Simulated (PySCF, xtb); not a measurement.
MoOF3, SMILES [F][Mo](=[O])([F])[F] (connectivity only; charge and spin as stated), neutral, multiplicity 2.

Harmonic wavenumbers (cm⁻¹) from GFN2-xTB run with xtb 6.7.1 at its own minimum, in rising order: 168, 212, 228, 264, 320, 468, 533, 574, 978.

Question: What does PBE-D3(BJ)/def2-SVP run with PySCF 2.14.0 give at its own minimum? (The exact figures need the calculation; the answer reports its results.)

Answer: 65, 120, 126, 202, 265, 675, 678, 712, 1036. Paired by order, the mean absolute difference is 107 cm⁻¹ and the zero-point energies are 5.4 and 5.5 kcal/mol.
